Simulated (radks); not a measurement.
Results of a calculation; reference values are marked as such.
Neutral cobalt, 27 electrons, occupied as [Ar] 3d7 4s2 (the NIST ground configuration). Level of theory: scalar-relativistic Kohn-Sham, PBEsol, spin-unpolarised, spherical densities, point nucleus; hard spherical wall at 7 bohr (a radial shooting solver on a logarithmic mesh with Libxc functionals).

Radial electron density D(r) = 4 pi r^2 rho(r):

r (bohr)  D(r) (e/bohr)
0.00531           3.873
0.006036          4.787
0.00686           5.885
0.007859          7.280
0.008932          8.831
0.01015           10.63
0.01163           12.82
0.01322           15.12
0.01502           17.64
0.01721           20.49
0.01956           23.23
0.02224           25.90
0.02547           28.49
0.02895           30.51
0.03291           31.94
0.0377            32.65
0.04285           32.47
0.0487            31.52
0.05579           29.87
0.06341           28.07
0.07207           26.49
0.08257           25.61
0.09385           25.94
0.1067            27.51
0.1222            30.30
0.1389            33.30
0.1579            35.75
0.1809            36.69
0.2055            35.34
0.2336            31.80
0.2676            26.39
0.3042            21.05
0.3457            16.84
0.3961            14.61
0.4502            14.72
0.5117            16.20
0.5862            17.90
0.6663            18.47
0.7572            17.50
0.8675            14.98
0.986             11.86
1.121             8.736
1.284             5.980
1.459             4.117
1.658             2.903
1.9               2.121
2.16              1.660
2.454             1.322
2.812             1.013
3.196            0.7444
3.632            0.5028
4.162            0.2934
4.73             0.1521
5.376           0.06325
6.159           0.01417

D(r) has 3 maxima, at r = 0.0392, 0.179, 0.656 bohr, and minima at 0.0853, 0.419 bohr, inside which lie 2.11, 10.73 electrons.
